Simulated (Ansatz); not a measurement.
3,3-difluorocyclobutene (C₄H₄F₂), SMILES FC1(F)C=CC1.

Geometry: B3LYP-D3(BJ)/def2-SVP.

Two levels are set side by side: PBE/def2-SVPD (Ansatz, a program for electronic structure) and PBE0/def2-SVPD (Ansatz). Energy differences of separate SCF runs at the same geometry; the states with an electron removed or added have multiplicity 2 and 2. Differences are taken from unrounded values.

```tsv
quantity	PBE0	PBE	PBE minus PBE0
vertical ionisation energy (eV)	10.51	10.40	-0.10
vertical singlet–triplet gap (eV)	4.15	4.29	0.14
```
